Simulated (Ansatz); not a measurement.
Sn(eta1-allyl)H3 (C3H8Sn). Total charge 0; singlet. Geometry PBE-D4/def2-SVP, basis def2-TZVP, Ansatz.

```xyz
12

Sn    1.241   -0.603   -1.342
C     0.287    0.855    0.003
C    -1.050    0.366    0.445
C    -1.342   -0.143    1.659
H     0.221    1.798   -0.577
H     0.984    1.006    0.851
H    -1.854    0.410   -0.313
H    -0.580   -0.213    2.454
H    -2.353   -0.504    1.902
H     0.145   -0.990   -2.625
H     1.602   -2.035   -0.443
H     2.699    0.052   -2.014
```

```csv
run,HOMO (eV),LUMO (eV)
A,-6.82,-0.27
B,-8.93,1.36
C,-5.81,-1.19
D,-5.66,-1.09
E,-8.07,0.68
F,-7.70,0.60
```

In the def2 sets Sn takes a core potential; there is no spin–orbit coupling.

Q: The runs used BHLYP, BLYP, CAM-B3LYP, PBE, PBE0, ωB97M-V. Estimate which is which.

A: A PBE0 (25 % exact exchange); B ωB97M-V (range-separated); C PBE (0 % exact exchange); D BLYP (0 % exact exchange); E CAM-B3LYP (range-separated); F BHLYP (50 % exact exchange). Exact exchange lowers occupied and raises empty levels; among semilocal functionals meta-GGAs tend to open the gap a little, and such runs are hard to tell apart. The gap grows from 4.57 eV (BLYP) to 10.29 eV (ωB97M-V).
